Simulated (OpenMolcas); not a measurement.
**Mo4+: ligand-field states by method**

Mo4+ with its 6 nearest chloride ions at 2.422 Å, on the Zr site of Cs2ZrCl6 (a = 10.407 Å, distance in the model lattice 2.446 Å). The rest of the host is ab initio model potentials to 7.6 Å and point charges beyond; the distance is set by hand and nothing relaxes. Ligand basis ANO-RCC-VDZP.
```
Mo    0.0000    0.0000    0.0000
Cl    2.4220    0.0000    0.0000
Cl    0.0000    2.4220    0.0000
Cl   -2.4220    0.0000    0.0000
Cl    0.0000   -2.4220    0.0000
Cl    0.0000    0.0000    2.4220
Cl    0.0000    0.0000   -2.4220
```

```json
{
 "Program": "OpenMolcas",
 "Basis": "ANO-RCC-VTZP [7s6p4d2f1g]",
 "Scalar Hamiltonian": "DKH2, point nucleus",
 "Active space": "2 electrons in 5 orbitals (4d)",
 "State averaging": "2S+1 = 3 even, 10 roots; 2S+1 = 1 even, 15 roots",
 "Spin-orbit coupling": "RASSI with atomic mean-field integrals over the reference wave functions"
}
```

I. CASSCF
II. SS-CASPT2, IPEA 0.25 Eh, imaginary shift 0.1 Eh (closed shells correlated: 4s 4p and the ligand valence shells)

Spin-free states (labels of O, the rotations of Oh) in cm-1, each column counted from its own energy of the first state listed:

| State | Degeneracy | I | II |
| --- | --- | --- | --- |
| 3T1 | 3 | 0 | 0 |
| 1T2 | 3 | 9297 | 5470 |
| 1E | 2 | 9596 | 5910 |
| 1A1 | 1 | 21266 | 14710 |
| 3T2 | 3 | 22799 | 25720 |
| 3T1 | 3 | 30564 | 31240 |

From I to II, I's first state of the same spin (3T2) moves from 22799 to 25720 cm-1, by about +2900 cm-1.

From I to II, I's first state of another spin (1T2) moves from 9297 to 5470 cm-1, by about -3800 cm-1.

I: A least-squares ligand-field fit to the states below 45000 cm-1, each weighted by its degeneracy and with a free common offset, gives 10Dq = 23284 cm-1, B = 640 cm-1 and C = 2367 cm-1 (C/B = 3.70), with an rms deviation of 365 cm-1. The same method and metal basis give the free ion B = 861 cm-1 (fit to its terms below 60000 cm-1, rms deviation 23 cm-1), so the nephelauxetic ratio is β = 640 / 861 = 0.74; it hangs on how both fits weigh the states, and computed free-ion B values tend to be too large, so β mixes covalency with correlation.

χT at 300 K: I 0.42, II 0.41 cm3 K/mol.

Roots that are degenerate in the reference are averaged as groups; the widest CASPT2 spread within a group is 410 cm-1 (the 3-fold group of multiplicity 1 near 32600 cm-1 above the lowest state of its run, II). Shifts and gaps below about the spread of the groups concerned are not significant. Over all roots computed the reference weight is 0.64 to 0.65 in II; a low but even weight reflects the number of correlated electrons. An orbital triplet at a regular site is open to Jahn-Teller coupling, which can distort the site and quench the lowest spin-orbit gaps and is left out. The least metal-like active orbital is 71 % on the metal (Löwdin) and no ligand orbital is active, so the numbers are rough. Ligand-to-metal charge-transfer states are missing. With no ligand orbital active B as a rule stays too high, so bands that hang on it stand too high and its fall with covalency is understated. Without dynamic correlation the repulsion within the d shell is too large (B by tens of per cent), so at a given field states of lower spin stand too high (holds for I). With metal d orbitals alone the field can be off either way by tens of per cent (holds for I). With one d shell and no ligand orbital active, 10Dq can be off by a tenth or more (holds for II). No measured value stands beside these numbers; the geometry was set by hand and not optimised.
